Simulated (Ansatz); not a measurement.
Ansatz (a program for electronic structure) input for Ga(H)(Br)(OMe) (CH₄BrGaO), SMILES C[O][GaH][Br], PBE/def2-SVPD. Coordinates come from a TPSSh-D3(BJ)/def2-SVP optimisation. The structure was generated by enumeration; whether it is a known compound was not checked. The values are those of a single conformer.

Ansatz 0.2 input:
```yaml
crystal:
  periodic: [false, false, false]
  atoms:
    - {symbol: Ga, position_ang: [-0.84372405, -0.49865466, -0.00000000]}
    - {symbol: H, position_ang: [-2.38720559, -0.55556362, 0.00000001]}
    - {symbol: Br, position_ang: [0.36627384, 1.45854938, 0.00000000]}
    - {symbol: O, position_ang: [0.11022698, -1.99478670, -0.00000000]}
    - {symbol: C, position_ang: [1.52067549, -2.10445752, 0.00000000]}
    - {symbol: H, position_ang: [1.84540085, -2.66406588, 0.89393913]}
    - {symbol: H, position_ang: [1.84540086, -2.66406589, -0.89393913]}
    - {symbol: H, position_ang: [2.02639637, -1.12219959, -0.00000001]}
basis:
  gaussian:
    orbitals: def2-SVPD
hamiltonian:
  xc: {name: PBE}
```

It prints:

```
WARN ansatz: RAYON_NUM_THREADS=1 ignored (pool sized by the plan → 1); use --threads N
Functional definition: PBE
integrals: 0.11 GiB planned
1464 factors; their error is unknown
mean field: 0.60 GiB planned
mean field evaluation 1: about -125527.0246 eV, gradient 6.8e1 eV
mean field evaluation 2: about -125405.9432 eV, gradient 2.1e2 eV
mean field evaluation 4: about -125535.3040 eV, gradient 2.2e1 eV
mean field evaluation 8: about -125536.1023 eV, gradient 2.5e-1 eV
mean field evaluation 16: about -125536.0424 eV, gradient 1.8e-4 eV
mean field -125536.04238572 eV, -4613.3644662895 hartree, gradient 3.9e-5 eV, S^2 0.000000; 0 other end points of the search recorded, 0 dependent functions left out
reference -125536.04243735 eV, -4613.3644681870 hartree; 42, 42 occupied and 112, 112 virtual orbitals, 1464 factors
Total energy: -125536.04243735 eV, -4613.3644681870 hartree
```

Self-consistency was reached.
